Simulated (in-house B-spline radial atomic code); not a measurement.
Radial electron density of the rubidium ion Rb²⁺, [Ar] 3d10 4s2 4p5. Computed with a radial B-spline atomic code at the basis-set limit: scalar-relativistic (X2C) LDA VWN5, spin-polarised, spherical fractional occupations, Fermi nucleus of rms radius 4.2036 fm.

One-electron X2C: radii and densities carry no picture-change correction, so inner-shell <1/r> comes out high (for 1s by about 2 % at Z = 33, 5 % at 54, 10 % at 75, 30 % at 118) and <r> low.

Columns: r (bohr), 4πr²n(r) (electrons per bohr), bar.

```
 0.00145    1.345 #
 0.00177    1.884 ##
 0.00215    2.605 ##
 0.00262    3.603 ###
 0.00319    4.941 ####
 0.00389    6.737 #####
 0.00473    9.052 #######
 0.00576    12.04 ##########
 0.00702    15.78 #############
 0.00855    20.29 ################
  0.0104    25.45 ####################
  0.0127    31.17 #########################
  0.0155    36.85 #############################
  0.0188    41.67 #################################
  0.0229    45.08 ####################################
  0.0279    46.26 #####################################
   0.034    44.96 ####################################
  0.0414    41.93 ##################################
  0.0505    38.91 ###############################
  0.0615    38.29 ###############################
  0.0749    41.61 #################################
  0.0912    48.09 ######################################
   0.111     54.1 ###########################################
   0.135    55.01 ############################################
   0.165    48.65 #######################################
   0.201    38.71 ###############################
   0.244    32.19 ##########################
   0.298    32.98 ##########################
   0.363    37.75 ##############################
   0.442    38.72 ###############################
   0.538    32.06 ##########################
   0.655    21.13 #################
   0.798    12.04 ##########
   0.972    7.708 ######
    1.18    6.569 #####
    1.44    5.784 #####
    1.76    4.153 ###
    2.14     2.28 ##
    2.61   0.9025 #
    3.17   0.2561 
    3.87  0.04614 
    4.71 0.005218 
    5.74 0.0003226
```

On this grid the curve has 3 maxima, near 0.0279, 0.135, 0.442 bohr.

The 4p down radial function P(r) = rR(r), positive near the nucleus:

```tsv
r (bohr)	P
0.00215	0.001187
0.00319	0.002396
0.00473	0.004844
0.00702	0.009763
0.0104	0.01937
0.0155	0.03787
0.0229	0.07013
0.034	0.1227
0.0505	0.1939
0.0749	0.2584
0.111	0.2516
0.165	0.08915
0.244	-0.2136
0.363	-0.4276
0.538	-0.2284
0.798	0.3487
1.18	0.8188
1.76	0.7809
2.61	0.3941
3.87	0.09513
5.74	0.008355
```
